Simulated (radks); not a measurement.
The numbers below are computed, except where a source is named.
Zn2+, 28 electrons, occupied as [Ar] 3d10 4s(up 0, down 0). Code: a radial shooting solver on a logarithmic mesh with Libxc functionals. Model: scalar-relativistic Kohn-Sham, PBE, spin-polarised, spherical densities, finite nucleus; Fermi nuclear charge, rms radius 3.9283 fm.

Radial electron density D(r) = 4 pi r^2 rho(r):

r (bohr)  D(r) (e/bohr)
0.003263          2.301
0.003739          2.916
0.004249          3.631
0.004868          4.561
0.005533          5.627
0.006339          6.990
0.007263          8.624
0.008254          10.43
0.009457          12.66
0.01075           15.04
0.01231           17.86
0.01411           20.93
0.01603           23.96
0.01837           27.20
0.02088           30.11
0.02392           32.85
0.02741           34.99
0.03115           36.25
0.03569           36.64
0.04056           36.08
0.04647           34.64
0.05324           32.67
0.06051           30.81
0.06932           29.46
0.07879           29.30
0.09026           30.64
0.1034            33.44
0.1175            36.82
0.1347            40.16
0.1543            41.96
0.1753            41.33
0.2009            37.94
0.2283            32.80
0.2616            26.73
0.2997            21.86
0.3406            19.58
0.3902            19.83
0.4435            21.73
0.5081            23.89
0.5822            24.66
0.6617            23.40
0.758             20.18
0.8616            16.14
0.9871            11.74
1.131             7.944
1.285             5.200
1.473             3.153
1.674             1.886
1.917             1.038
2.197            0.5355
2.497            0.2653
2.86             0.1126
3.251           0.04413
3.725           0.01379
4.267          0.003514
4.85          0.0007843
5.557         0.0001231

D(r) has 3 maxima, at r = 0.0351, 0.159, 0.573 bohr, and minima at 0.0751, 0.360 bohr, inside which lie 2.09, 10.93 electrons.
